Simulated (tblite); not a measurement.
C12H12S3 (organic semiconductor), SMILES CC(C)(C)c1cc2sc3ccsc3c2s1 at step 3 of a GFN2-xTB optimisation (tblite, gas phase), coordinates in Å:

```
  1 C    -2.696    0.529   -1.447
  2 C    -2.290    0.216    0.013
  3 C    -2.927    1.269    0.927
  4 C    -2.848   -1.172    0.405
  5 C    -0.785    0.241    0.158
  6 C     0.030    1.020    0.938
  7 C     1.414    0.723    0.776
  8 S     3.029    1.230    1.375
  9 C     3.845    0.023    0.335
 10 C     5.144   -0.451    0.005
 11 C     5.086   -1.447   -0.916
 12 S     3.502   -1.875   -1.435
 13 C     2.889   -0.676   -0.384
 14 C     1.575   -0.295   -0.145
 15 S     0.121   -0.896   -0.816
 16 H    -2.360   -0.239   -2.141
 17 H    -3.780    0.594   -1.527
 18 H    -2.281    1.482   -1.768
 19 H    -2.693    1.075    1.968
 20 H    -4.007    1.248    0.823
 21 H    -2.589    2.267    0.672
 22 H    -2.542   -1.435    1.413
 23 H    -2.508   -1.957   -0.266
 24 H    -3.936   -1.163    0.378
 25 H    -0.336    1.778    1.605
 26 H     6.068   -0.084    0.419
 27 H     5.876   -2.004   -1.366
```

(1) What are the forces on the atoms (eV/Å)?

Results:

(1) 
```
  1 C     0.08   -0.03    0.14
  2 C    -0.18    0.05   -0.05
  3 C    -0.02   -0.02    0.00
  4 C     0.09    0.15   -0.05
  5 C    -0.06    0.03    0.03
  6 C     0.19    0.04    0.05
  7 C     0.10   -0.16   -0.13
  8 S    -0.30   -0.49   -0.47
  9 C    -0.33    0.01   -0.01
 10 C    -0.16    0.32    0.28
 11 C     0.18   -0.06   -0.03
 12 S     0.19   -0.03   -0.01
 13 C    -0.14   -0.07   -0.09
 14 C    -0.13   -0.15   -0.14
 15 S    -0.27    0.16    0.13
 16 H     0.10   -0.03    0.14
 17 H     0.03   -0.03    0.08
 18 H     0.06    0.00    0.06
 19 H     0.07   -0.04    0.09
 20 H    -0.08   -0.04   -0.04
 21 H     0.09    0.07   -0.05
 22 H     0.07    0.02    0.09
 23 H     0.12    0.10   -0.07
 24 H     0.03    0.09   -0.04
 25 H     0.00    0.01    0.01
 26 H    -0.09    0.03    0.01
 27 H     0.37    0.03    0.06
```
